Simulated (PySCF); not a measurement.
Ionisation energy of Se⁺ by level of theory

Se⁺ [Ar] 3d10 4s2 4p3 [4p1/2^2 4p3/2^1, M_J = 3/2] → Se²⁺ [Ar] 3d10 4s2 4p2 [4p1/2^2, M_J = 0], as a difference of total energies. Calculation: PySCF 2.14, in x2c-SVPall-2c; the two-component X2C-1e Hamiltonian. Correlated levels: [Ne] frozen; the 6 highest virtual spinors dropped. "Screened" scales the spin-orbit matrix elements by Boettger's factors to mimic the two-electron term; Breit and QED terms are absent.

```csv
method,ionisation energy (eV),error (eV)
GHF (spin-free),20.961,-0.235
GMP2 (spin-free),21.345,+0.149
GHF (screened spin-orbit),20.771,-0.425
GMP2 (screened spin-orbit),21.157,-0.039
```

Reference: 21.196 ± 0.01 eV (measured; NIST Atomic Spectra Database, ionization energies).

The spin-free rows relax to the high-spin LS determinant and lack the spin-orbit shift.

Errors of the correlated levels include the incompleteness of this basis and the frozen core.

The labels give the starting determinants; with spin-orbit coupling the two ends relaxed to ⟨J²⟩ = 3.75, ⟨L²⟩ = 0.02, ⟨S²⟩ = 3.73 and ⟨J²⟩ = 1.53, ⟨L²⟩ = 2.00, ⟨S²⟩ = 1.97.

The determinant of Se²⁺ mixes levels of different J (the jj label is only the starting occupation), so the difference between spin-free and spin-orbit rows is not the physical spin-orbit shift.
